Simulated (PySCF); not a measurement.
Ag(I) cation (AgI), SMILES [I][Ag] (connectivity only; charge and spin as stated), charge +1, multiplicity 2.

Geometry: B3LYP-D3(BJ)/def2-TZVP. The multiplicity is an assumed one; other spin states were not compared. The def2 effective core potentials stand for the cores of Ag, I; spin–orbit coupling is left out.

Two levels are set side by side: PBE/def2-TZVPD (PySCF) and M06-2X/def2-TZVPD (PySCF). Same geometry, gas phase. Differences are taken from unrounded values.

| quantity | M06-2X | PBE | PBE minus M06-2X |
|---|---|---|---|
| α-spin orbital gap (eV) | 7.59 | 3.22 | -4.36 |
| β-spin orbital gap (eV) | 4.78 | 0.11 | -4.67 |

Rough cost on one machine, each run with all the roots and properties that it gave: M06-2X against PBE about 3 times.
